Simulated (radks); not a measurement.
Values are calculated unless marked as measured or tabulated.
K2.9+, configuration 1s1.1 2s2 2p6 3s2 3p5 (fractional occupations, a model configuration). Level of theory: Dirac Kohn-Sham, PBE, spin-unpolarised, spherical densities, point nucleus; open shells are shared between the two j in proportion to 2j + 1 (a radial shooting solver on a logarithmic mesh with Libxc functionals). Some entries of the table are withheld. Estimate them.

orbital,occ.,eigenvalue (eV),r(max) (bohr),<r^2> (bohr^2)
1s1/2,1.1,-3747.150,0.05249,0.008569
2s1/2,2,-430.5423,0.3081,0.1648
2p1/2,2,(1),0.2479,0.1339
2p3/2,4,(2),0.2498,0.1357
3s1/2,2,(3),1.004,(4)
3p1/2,1.66667,(5),1.032,1.722
3p3/2,3.33333,(6),1.038,1.740

Answer. 
(1) 2p1/2 eigenvalue (eV): -365.8778
(2) 2p3/2 eigenvalue (eV): -362.4390
(3) 3s1/2 eigenvalue (eV): -75.4508
(4) 3s1/2 <r^2> (bohr^2): 1.516
(5) 3p1/2 eigenvalue (eV): -57.8464
(6) 3p3/2 eigenvalue (eV): -57.4538
